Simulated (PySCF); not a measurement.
**Sound and unsound settings**

Molecule: `FC(F)OC1CCC1`, C$_{5}$H$_{8}$F$_{2}$O; geometry GFN2-xTB.

Geometry:
| atom | x (Å) | y (Å) | z (Å) |
| --- | --- | --- | --- |
| F1 | 3.470 | -0.136 | -0.517 |
| C2 | 2.322 | 0.412 | -0.094 |
| F3 | 2.426 | 0.482 | 1.265 |
| O4 | 1.302 | -0.363 | -0.487 |
| C5 | 0.012 | 0.232 | -0.386 |
| C6 | -1.099 | -0.679 | -0.918 |
| C7 | -1.893 | -0.443 | 0.377 |
| C8 | -0.653 | 0.216 | 1.001 |
| H9 | 2.274 | 1.460 | -0.458 |
| H10 | 0.039 | 1.228 | -0.848 |
| H11 | -1.569 | -0.363 | -1.846 |
| H12 | -0.741 | -1.699 | -1.021 |
| H13 | -2.720 | 0.252 | 0.244 |
| H14 | -2.256 | -1.336 | 0.878 |
| H15 | -0.797 | 1.186 | 1.470 |
| H16 | -0.123 | -0.440 | 1.687 |

All runs: PySCF, non-relativistic, gas phase unless a solvent (IEF-PCM) is named; grid level 2, GIAOs and SCF threshold 1e-9 unless changed. The yardstick, PBE0/pcSseg-1, gives these isotropic shieldings σ (ppm, equivalent atoms averaged): C2 61.3, C7 173.5, O4 187.0, H9 25.54, H12/H16 29.17, H11/H15 29.30, H13 30.00.

(1) What do these inputs give? (1) solvent acetone; WP04/pcSseg-1; grid level 1; (2) BHandHLYP/pcSseg-1; damp 0.3; (3) LDA/MINI; (4) PBE0/pcseg-1; (5) PBE0/pcSseg-1; common gauge at [10, 10, 10]; grid level 0; max_cycle 99

(2) Comment on the technical settings and failures.

## Answers

(1) 
```
run    outcome  functions  wall time     C2     C7     O4      H9  H12/H16  H11/H15     H13
  1  converged        176       25 s   45.7  158.5  183.0   25.43    29.62    29.56   30.26
  2  converged        176       41 s   64.7  173.2  196.4   25.91    29.35    29.51   30.18
  3  converged         48       10 s  123.3  202.3  285.5   24.40    27.71    27.93   28.45
  4  converged        152       29 s   70.2  181.7  196.0   25.73    29.29    29.44   30.15
  5  converged        176        9 s  165.6   81.0   58.2  155.94   -25.29    12.81  -49.53
```

Times are on 1 thread of an Arm Neoverse N1, shared host.

(2) 
- Run 1: The functional and medium differ from the yardstick's, which in itself moves the values. Grid level 1 is coarse; it adds numerical noise and can break the equality of equivalent atoms.
- Run 2: The functional differs from the yardstick's, which in itself moves the values. The damping changes the path of the SCF (11 cycles), not the solution, provided the same state is reached.
- Run 3: The functional and orbital basis differ from the yardstick's, which in itself moves the values. With 48 functions the basis is far too small for magnetic properties.
- Run 5: A common gauge origin replaces GIAOs; in a finite basis the shieldings then depend on that origin, the more so the further away the nucleus and the smaller the basis. Grid level 0 is coarse; it adds numerical noise and can break the equality of equivalent atoms. The cycle limit changes the path of the SCF (10 cycles), not the solution, provided the same state is reached.

Runs 3, 5 were set up unsoundly or failed; their numbers aren't to be quoted as properties of the molecule.
